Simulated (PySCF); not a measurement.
# Electron correlation in Ge (germanium, neutral)

[Ar] 3d10 4s2 4p1 5s1, high-spin 3P determinant (an excited configuration). Computed with PySCF 2.14 in dyall-av2z (16s12p8d, 92 functions), with the non-relativistic Hamiltonian (point nucleus). Frozen: [Ar] 3d10; 4 electrons correlated; the 34 highest virtual orbitals of each spin left out.

```json
{"level": "CCSD", "correlation energy (mhartree)": "-57.85"}
{"level": "(T)", "correlation energy (mhartree)": "-1.17"}
{"level": "CCSD(T)", "correlation energy (mhartree)": "-59.02"}
```

Diagnostics: T1 = 0.013, D1 = 0.0323, largest double amplitude 0.088.

The outer electron is Rydberg-like, and this basis confines it to a smaller radius and binds it less than a complete one would.

Cost of the coupled-cluster step: about 10 core-seconds, for 4 correlated electrons.
